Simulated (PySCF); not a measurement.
What does the PBE0-D3(BJ)/def2-SVP structure of InChI=1S/C4H10Si/c1-5-3-2-4-5/h5H,2-4H2,1H3 look like in three dimensions?

```
atom  x, y, z in Å
C1     2.1811    0.5679    0.3745
Si2    0.4013    0.6304   -0.2147
C3    -1.0277    0.2297    0.9683
C4    -1.6564   -0.5642   -0.2084
C5    -0.3972   -0.8662   -1.0642
H6     2.4048    1.4257    1.0284
H7     2.3748   -0.3550    0.9423
H8     2.8807    0.6008   -0.4756
H9     0.1644    1.9027   -0.9716
H10   -0.6912   -0.4495    1.7696
H11   -1.6520    1.0137    1.4195
H12   -2.3397    0.0913   -0.7733
H13   -2.2414   -1.4517    0.0877
H14   -0.5427   -0.9208   -2.1523
H15    0.0885   -1.7999   -0.7336
```

Orientation and origin are arbitrary. Atoms count from 1 in this order. The 4-membered ring Si2–C3–C4–C5 has internal angles of 78.2° to 100.9°; it is puckered, 0.15 Å rms from its mean plane, widest ring torsion 23°. Si2 (SiH silicon) has angles from 78.2° to 120.9°. The C–Si distances run from 1.876 Å (C1–Si2, drawn single) to 1.898 Å (Si2–C3, drawn single), a spread of 0.022 Å.

Bonds between heavy atoms (Å): C1–Si2 1.876, Si2–C3 1.898, C3–C4 1.552, C4–C5 1.552, Si2–C5 1.897.

The calculation used PBE0-D3(BJ)/def2-SVP geometry optimisation, gas phase in PySCF.

Point group: Cs (every atom within 0.08 Å of its image). Stationary, but not proved a minimum. The numbers are those of one conformer (C1–Si2–C3–C4 -138°, Si2–C3–C4–C5 23°, C3–C4–C5–Si2 -23°, C1–Si2–C5–C4 138°).

The run took 66 s of wall time on one thread of an Arm Neoverse V1, shared host, and the process peaked at 0.50 GiB of memory. This is the geometry optimisation.
